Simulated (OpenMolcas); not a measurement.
Ni⁷⁺: from CASSCF to CASPT2

```
Program             : OpenMolcas 26.06
Basis               : ANO-RCC-VTZP [6s5p3d2f1g]
Scalar Hamiltonian  : DKH2, point nucleus
Active space        : 3 electrons in 5 orbitals (3d)
State averaging     : 2S+1 = 4 even, 10 roots; 2S+1 = 2 even, 40 roots kept (CI in the orbitals of an earlier block)
Spin-orbit coupling : state interaction with AMFI integrals over the reference wave functions, term energies averaged over their components
```

Methods on the same reference wave functions:
A. CASSCF
B. SS-CASPT2, IPEA 0.25 Eh, imaginary shift 0.1 Eh (closed shells correlated: 3s 3p)
C. MS-CASPT2, IPEA 0.25 Eh, imaginary shift 0.1 Eh (closed shells correlated: 3s 3p)

Energies in cm-1 above 3d3 4F 3/2, the measured ground level; measured values from Corliss and Sugar, J. Phys. Chem. Ref. Data 10, 197 (1981).

| Level | A | B | C | Measured |
| --- | --- | --- | --- | --- |
| 3d3 4F 3/2 | 0.0 | 0.0 | 0.0 | 0.0 |
| 3d3 4F 5/2 | 979 | 990 | 990 | 1012 |
| 3d3 4F 7/2 | 2278 | 2290 | 2290 | 2184 |
| 3d3 4F 9/2 | 3841 | 3850 | 3850 | 3721 |
| 3d3 4P 1/2 | 28222 | 24340 | 24310 | 23261 |
| 3d3 4P 3/2 | 28477 | 24620 | 24550 | 23710 |
| 3d3 2G 7/2 | 29282 | 26710 | 26710 |  |
| 3d3 4P 5/2 | 29786 | 25870 | 25870 | 24669 |
| 3d3 2G 9/2 | 30475 | 27930 | 27950 |  |
| 3d3 2P 1/2 | 38558 | 36270 | 34390 |  |
| 3d3 2H 9/2 | 38842 | 36730 | 37230 |  |
| 3d3 2H 11/2 | 39649 | 37560 | 38080 |  |
| 3d3 2D 5/2(1) | 43156 | 37570 | 37570 |  |
| 3d3 2F 7/2 | 65869 | 59270 | 59270 |  |
| 3d3 2F 5/2 | 66406 | 59800 | 59800 |  |
| 3d3 2D 5/2(2) | 102667 | 92660 | 92670 |  |
| 3d3 2D 3/2(2) | 103309 | 93300 | 93290 |  |

Deviations, from unrounded energies. A percentage is the sum of absolute deviations over the sum of measured energies, with the sign that they share, or ± where signs differ.

```
                        Against measurement  Levels      A     B     C
             mean absolute deviation (cm-1)       6   2500   580   560
      fine structure of the ground term (%)       3   ±3.6  ±3.8  ±3.8
other terms of the ground configuration (%)       3  +20.7  +4.5  +4.3
```

B, C lie about equally close to measurement and A furthest from it. The largest miss of C in the table is 3d3 4P 5/2, by +1200 cm-1. The ranking rests on the paired levels alone, and a cruder setting can come out closer through cancelling errors.

Between B and C the level of the table that moves most is 3d3 2P 1/2, by 1900 cm-1 (lowest in C, highest in B). Moves below CASPT2's spread within the term are not significant.

The mean deviations of B to C differ by less than CASPT2's widest spread within a term (790 cm-1), so their order carries little weight.

From A to B the spin-free energies of the other terms of 3d3 shown, above 4F, scale by factors of 0.85 to 0.94, as is usual when dynamic correlation screens the repulsion within a d or f shell.

The lowest spin-free term lies below A's lowest term by 0.320 hartree in B, 0.320 hartree in C.

CASPT2 does not keep the components of a term degenerate, so their means are used; among the terms shown or strongly mixed into the levels shown the widest spread is 790 cm-1 (3d3 2H, B). Terms from blocks run as CI alone lack orbitals of their own. Without dynamic correlation excited terms often stand tens of per cent too high (terms of higher spin than the ground term too low), and those without a measured partner can miss by more than the paired ones (holds for A). The CASPT2 spread within a term exceeds the gap to the next term for 3d3 2D(1) and 3d3 2P, 3d3 2P and 3d3 2H, so the order of their levels is uncertain, and so are names and mixing where such terms share a J (holds for B). Computed and measured levels are paired by configuration, term and J; levels that our copy of the source lacks, or whose pairing is in doubt (as where it misses far off the trend of its configuration), stay unpaired and out of the deviations. Only configurations of the active space appear. Levels that lie high or do not pair safely by name in every column are left out.

A number in round brackets counts repeated terms of one configuration in the order of the reference energies.
